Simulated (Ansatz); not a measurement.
A nudged elastic band was laid between two geometries of C3H8SSi (13 atoms, charge 0, multiplicity 1).

These are results of RHF/cc-pVDZ in Ansatz, not measurements.

```json
{"movable images": "7", "climbing image": "yes", "spring": "5.0 eV/Å²", "optimiser": "quadratic models (default)", "start path": "through a guess of the saddle point", "force threshold": "0.05 eV/Å", "iteration limit": "60", "end points": "relaxed"}
```

First end point:

```xyz
13
Properties=species:S:1:pos:R:3
C -1.836 -0.329 -0.097
Si -0.094 -1.039 -0.275
C 1.229 0.087 0.551
C 1.218 1.473 0.016
S 2.188 2.073 -1.129
H -1.929 0.630 -0.612
H -2.567 -1.015 -0.534
H -2.099 -0.184 0.955
H 0.257 -1.204 -1.709
H -0.008 -2.362 0.405
H 1.015 0.097 1.625
H 2.200 -0.382 0.384
H 0.447 2.120 0.435
```

Last end point:

```xyz
13
Properties=species:S:1:pos:R:3
C -1.953 -0.573 0.042
Si -0.158 -1.010 -0.329
C 1.070 0.064 0.705
C 0.924 1.461 0.258
S 2.258 1.975 -0.669
H -2.153 0.474 -0.195
H -2.627 -1.199 -0.548
H -2.180 -0.732 1.100
H 0.141 -0.843 -1.776
H 0.126 -2.423 0.047
H 0.676 -0.037 1.721
H 2.065 -0.397 0.651
H 1.834 3.205 -0.992
```

What changes between the two ends?

Bonds broken: C4–H13. Bonds formed: S5–H13.

Give the energies along the band, and the barrier.

It converged. The highest image is number 5 of 0 to 8, 3.77 eV above the first end and 1.95 eV above the last; the last end lies 1.82 eV above the first. Neighbouring images differ by up to 2.0 eV, so the band resolves the path poorly. A vibrational analysis at the climbing image gives one clearly imaginary mode, 2080i cm⁻¹: a first-order saddle point. The orbitals stay closed-shell, which can raise the energy where a bond breaks towards radicals; this wasn't checked here.

```json
{"image": "0", "path coordinate (Å)": "0.00", "energy (eV)": "0.00", "C4–H13 (Å)": "1.09", "S5–H13 (Å)": "2.34"}
{"image": "1", "path coordinate (Å)": "0.44", "energy (eV)": "0.01", "C4–H13 (Å)": "1.09", "S5–H13 (Å)": "2.34"}
{"image": "2", "path coordinate (Å)": "0.87", "energy (eV)": "0.02", "C4–H13 (Å)": "1.09", "S5–H13 (Å)": "2.34"}
{"image": "3", "path coordinate (Å)": "1.31", "energy (eV)": "0.22", "C4–H13 (Å)": "1.09", "S5–H13 (Å)": "2.22"}
{"image": "4", "path coordinate (Å)": "1.74", "energy (eV)": "1.75", "C4–H13 (Å)": "1.13", "S5–H13 (Å)": "1.86"}
{"image": "5", "path coordinate (Å)": "2.18", "energy (eV)": "3.77", "C4–H13 (Å)": "1.39", "S5–H13 (Å)": "1.47"}
{"image": "6", "path coordinate (Å)": "2.69", "energy (eV)": "2.44", "C4–H13 (Å)": "1.91", "S5–H13 (Å)": "1.32"}
{"image": "7", "path coordinate (Å)": "3.20", "energy (eV)": "1.83", "C4–H13 (Å)": "2.30", "S5–H13 (Å)": "1.34"}
{"image": "8", "path coordinate (Å)": "3.72", "energy (eV)": "1.82", "C4–H13 (Å)": "2.33", "S5–H13 (Å)": "1.34"}
```

What is the geometry of the highest image?


```xyz
13
Properties=species:S:1:pos:R:3
C -1.897 -0.471 0.017
Si -0.117 -0.979 -0.339
C 1.138 0.071 0.683
C 1.122 1.464 0.217
S 2.355 2.029 -0.839
H -2.070 0.570 -0.265
H -2.591 -1.100 -0.548
H -2.129 -0.580 1.079
H 0.195 -0.843 -1.786
H 0.114 -2.391 0.071
H 0.761 0.014 1.709
H 2.125 -0.402 0.612
H 1.014 2.581 -0.598
```

Time of the run: 120 s on 2 threads of AMD EPYC 9R14 (Zen 4) (shared host), peak memory 0.3 GiB.
